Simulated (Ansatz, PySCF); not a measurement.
C₂H₆OSi₂, SMILES C#C[SiH2][SiH2]O.

Geometry: ωB97X-D3(BJ)/def2-SVP. The structure was generated by enumeration, and PubChem lists no compound with its InChIKey, so it may never have been made. One conformer was computed; it need not be the lowest.

Vertical ionisation energy (IE) and electron affinity (EA) in eV. Rows of orbital energies are one-electron estimates. Where ΔSCF, EOM or ADC give a negative EA the extra electron is unbound and the value depends on the basis.

```json
[
 {"level": "−ε(HOMO), −ε(LUMO), ωB97X/def2-TZVP (PySCF)", "IE": "10.05", "EA": "-1.38"},
 {"level": "−ε(HOMO), −ε(LUMO), PBE/def2-TZVP (PySCF)", "IE": "6.60", "EA": "1.57"},
 {"level": "ΔSCF, PBE0/def2-TZVPD (Ansatz), final states of multiplicity 2 and 2", "IE": "9.64", "EA": "-0.66"},
 {"level": "ΔSCF, PBE/def2-TZVPD (Ansatz), final states of multiplicity 2 and 2", "IE": "9.31", "EA": "-0.48"}
]
```

### Question
What vertical singlet–triplet gap does ΔSCF give with PBE0/def2-TZVPD (Ansatz, a program for electronic structure) and with PBE/def2-TZVPD (Ansatz)? (The exact figures need the calculation; the answer reports its results.)

### Answer
4.94 and 4.67 eV (triplet above singlet where positive).
